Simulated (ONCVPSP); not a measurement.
# What one change does to a pseudopotential (carbon (C), ONCV)

- Element: C (Z = 6)
- Generator: ONCVPSP 4.0.1
- Type: optimised norm-conserving Vanderbilt (ONCV)
- Functional: PBEsol
- Relativity: fully relativistic
- Frozen core: [He]
- Valence charge: 4
- Reference configuration: 2s2 2p2
- Partial waves: 2s: rc 1.25 bohr, ncon 4, nbas 6, qcut 5.7 1/bohr, 1 projector; 2p: rc 2.50 bohr, ncon 3, nbas 7, qcut 5.3 1/bohr, 3 projectors, debl 2.7 Ha
- Local potential: polynomial inside 0.80 bohr (lpopt 5, dvloc0 0 Ha)
- Core correction: none

Open shells are filled in proportion to 2j + 1.

Change: functional LDA (Perdew-Wang 92).

Cutoffs: the cutoffs (Ha) at which the residual kinetic energy of the hardest occupied pseudo-wave falls to 1 and 0.1 mHa per electron; they do not see the model core or the augmentation charge, which bear on the density cutoff. Errors are all-electron minus pseudo energies relative to the spin-unpolarised reference configuration.

Problem. Predict the effect on cutoff, ghosts and configuration errors.

Solution. The potential gets neither clearly harder nor softer (19 Ha and 44 Ha → 19 Ha and 44 Ha); the bound ghost in p disappears; the errors of the 4 common tests hardly move.

```csv
quantity,base,changed
"cutoff, loose",19 Ha,19 Ha
"cutoff, tight",44 Ha,44 Ha
loose cutoff by channel,"s 19 Ha, p 9.3 Ha","s 19 Ha, p 9.3 Ha"
bound ghosts,"p3/2, p1/2",none
GHOST(+) flags under 300 eV,none,none
"error for 2s2 2p1, meV [ΔE 10.79 → 10.98 eV]",+96,+103
"error for 2s2 2p0, meV [ΔE 34.81 → 35.24 eV]",+746,+800
"error for 2s1 2p0, meV [ΔE 82.77 → 83.21 eV]",+1467,+1616
"error for 2s2 2p1.5, meV [ΔE 3.93 → 4.03 eV]",+15,+17
s: phases at 1.27 bohr within 0.05 rad from the reference energy up to (Ha; the scan ends near 5),3.2,3.1
p3/2: phases at 2.54 bohr within 0.05 rad from the reference energy up to (Ha; the scan ends near 5),to the end of the scan,to the end of the scan
p1/2: phases at 2.54 bohr within 0.05 rad from the reference energy up to (Ha; the scan ends near 5),to the end of the scan,to the end of the scan
```

 A true bound ghost makes a file unfit for plane-wave use even where its test errors are small: the radial tests pick states by their node count and pass the ghost by.
